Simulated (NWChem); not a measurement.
All runs are NWChem calculations. System: O₂Si, charge 0, spin multiplicity 1, displaced from the optimised geometry.

Job file:

```
start mol
memory heap 200 mb stack 900 mb global 1100 mb
geometry units angstroms nocenter noautoz noautosym
  O      0.000000     0.000000    -3.036737
  Si     0.000000     0.000000     0.000000
  O      0.000000     0.000000     1.518369
end
basis spherical
  * library cc-pvdz
end
dft
  xc xpbe96 cpbe96
  semidirect memsize 60000000 filesize 0
  iterations 100
end
task dft energy
```

The output up to the point where the run's verdict is printed (cleaned and shortened):

```
             Northwest Computational Chemistry Package (NWChem) 7.3.0
             --------------------------------------------------------

                                NWChem Input Module
                                -------------------

 Scaling coordinates for geometry "geometry" by  1.889725989
 (inverse scale =  0.529177249)

                             Geometry "geometry" -> ""
                             -------------------------

 Output coordinates in angstroms (scale by  1.889725989 to convert to a.u.)

  No.       Tag          Charge          X              Y              Z
 ---- ---------------- ---------- -------------- -------------- --------------
    1 O                    8.0000     0.00000000     0.00000000    -3.03673700
    2 Si                  14.0000     0.00000000     0.00000000     0.00000000
    3 O                    8.0000     0.00000000     0.00000000     1.51836900

 Effective nuclear repulsion energy (a.u.)      65.9858734696

            Nuclear Dipole moment (a.u.)
            ----------------------------
        X                 Y               Z
 ---------------- ---------------- ----------------
     0.0000000000     0.0000000000   -22.9543957586


 Summary of "ao basis" -> "" (spherical)
 ------------------------------------------------------------------------------
       Tag                 Description            Shells   Functions and Types
 ---------------- ------------------------------  ------  ---------------------
 *                          cc-pvdz                   on all atoms

  pbe96 is a nonlocal functional; adding pw91lda local functional.

                                 NWChem DFT Module
                                 -----------------

 Summary of "ao basis" -> "ao basis" (spherical)
 ------------------------------------------------------------------------------
       Tag                 Description            Shells   Functions and Types
 ---------------- ------------------------------  ------  ---------------------
 O                          cc-pvdz                  6       14   3s2p1d
 Si                         cc-pvdz                  8       18   4s3p1d
[...]
 d= 0,ls=0.5,diis    52   -439.3739184074 -1.29D-05  1.52D-05  1.61D-03    11.2
 d= 0,ls=0.5,diis    53   -439.3739189963 -5.89D-07  1.90D-05  1.64D-03    11.3
 d= 0,ls=0.5,diis    54   -439.3739086689  1.03D-05  2.67D-05  1.73D-03    11.5
 d= 0,ls=0.5,diis    55   -439.3738903410  1.83D-05  4.69D-05  1.83D-03    11.7
 d= 0,ls=0.5,diis    56   -439.3738433934  4.69D-05  3.48D-05  2.12D-03    11.9
 d= 0,ls=0.5,diis    57   -439.3738092056  3.42D-05  3.11D-05  2.30D-03    12.1
 d= 0,ls=0.5,diis    58   -439.3737797824  2.94D-05  2.94D-05  2.45D-03    12.3
 d= 0,ls=0.5,diis    59   -439.3737649132  1.49D-05  5.69D-05  2.52D-03    12.5
 d= 0,ls=0.5,diis    60   -439.3738300712 -6.52D-05  3.67D-05  2.03D-03    12.7
 d= 0,ls=0.5,diis    61   -439.3738379767 -7.91D-06  6.11D-05  2.01D-03    12.9
 d= 0,ls=0.5,diis    62   -439.3738984856 -6.05D-05  7.75D-05  1.64D-03    13.0
 d= 0,ls=0.5,diis    63   -439.3739698212 -7.13D-05  8.78D-05  1.24D-03    13.2
 d= 0,ls=0.5,diis    64   -439.3740296909 -5.99D-05  4.93D-05  9.47D-04    13.4
 d= 0,ls=0.5,diis    65   -439.3740488529 -1.92D-05  4.62D-05  9.21D-04    13.6
 d= 0,ls=0.5,diis    66   -439.3740729998 -2.41D-05  3.42D-05  8.27D-04    13.8
 d= 0,ls=0.5,diis    67   -439.3740740979 -1.10D-06  2.62D-05  8.61D-04    14.0
 d= 0,ls=0.5,diis    68   -439.3740774451 -3.35D-06  1.63D-05  8.61D-04    14.2
 d= 0,ls=0.5,diis    69   -439.3740755901  1.85D-06  1.33D-05  8.91D-04    14.3
 d= 0,ls=0.5,diis    70   -439.3740714551  4.13D-06  2.92D-05  9.35D-04    14.5
 d= 0,ls=0.5,diis    71   -439.3740502631  2.12D-05  1.73D-05  1.08D-03    14.7
 d= 0,ls=0.5,diis    72   -439.3740371412  1.31D-05  1.41D-05  1.15D-03    14.9
 d= 0,ls=0.5,diis    73   -439.3740386448 -1.50D-06  5.80D-05  1.13D-03    15.1
 d= 0,ls=0.5,diis    74   -439.3740703451 -3.17D-05  2.44D-05  9.41D-04    15.3
 d= 0,ls=0.5,diis    75   -439.3740729208 -2.58D-06  1.58D-05  9.44D-04    15.5
 d= 0,ls=0.5,diis    76   -439.3740739507 -1.03D-06  1.23D-05  9.51D-04    15.7
 d= 0,ls=0.5,diis    77   -439.3740799884 -6.04D-06  5.18D-05  9.17D-04    15.9
 d= 0,ls=0.5,diis    78   -439.3741132887 -3.33D-05  3.15D-05  7.07D-04    16.1
 d= 0,ls=0.5,diis    79   -439.3741265664 -1.33D-05  4.69D-05  6.37D-04    16.2
 d= 0,ls=0.5,diis    80   -439.3741524981 -2.59D-05  7.92D-05  4.96D-04    16.4
 d= 0,ls=0.5,diis    81   -439.3741886999 -3.62D-05  6.13D-05  3.07D-04    16.6
 d= 0,ls=0.5,diis    82   -439.3742100452 -2.13D-05  4.83D-05  2.22D-04    16.8
 d= 0,ls=0.5,diis    83   -439.3742235748 -1.35D-05  3.38D-05  1.72D-04    17.0
 d= 0,ls=0.5,diis    84   -439.3742269658 -3.39D-06  2.55D-05  1.73D-04    17.2
 d= 0,ls=0.5,diis    85   -439.3742264134  5.52D-07  1.69D-05  1.90D-04    17.4
 d= 0,ls=0.5,diis    86   -439.3742254405  9.73D-07  1.75D-05  2.06D-04    17.6
 d= 0,ls=0.5,diis    87   -439.3742217989  3.64D-06  1.68D-05  2.34D-04    17.7
 d= 0,ls=0.5,diis    88   -439.3742240904 -2.29D-06  1.04D-05  2.24D-04    17.9
 d= 0,ls=0.5,diis    89   -439.3742233711  7.19D-07  1.31D-05  2.31D-04    18.1
 d= 0,ls=0.5,diis    90   -439.3742216707  1.70D-06  8.89D-06  2.40D-04    18.3
 d= 0,ls=0.5,diis    91   -439.3742206651  1.01D-06  1.02D-05  2.44D-04    18.5
 d= 0,ls=0.5,diis    92   -439.3742186217  2.04D-06  4.02D-05  2.54D-04    18.6
 d= 0,ls=0.5,diis    93   -439.3742321917 -1.36D-05  9.10D-05  1.63D-04    18.8
 d= 0,ls=0.5,diis    94   -439.3742543933 -2.22D-05  3.56D-05  4.35D-05    19.0
 d= 0,ls=0.5,diis    95   -439.3742588099 -4.42D-06  2.68D-05  3.43D-05    19.2
 d= 0,ls=0.5,diis    96   -439.3742612117 -2.40D-06  2.31D-05  3.16D-05    19.4
 d= 0,ls=0.5,diis    97   -439.3742631474 -1.94D-06  1.97D-05  2.85D-05    19.6
 d= 0,ls=0.5,diis    98   -439.3742638219 -6.74D-07  1.73D-05  3.09D-05    19.8
 d= 0,ls=0.5,diis    99   -439.3742635579  2.64D-07  1.50D-05  3.70D-05    20.0
 d= 0,ls=0.5,diis   100   -439.3742636980 -1.40D-07  1.49D-05  3.91D-05    20.2
```

The run did not converge; its last values are not results. The next line reads: Calculation failed to converge. NWChem stopped with the message: dft energy failed.
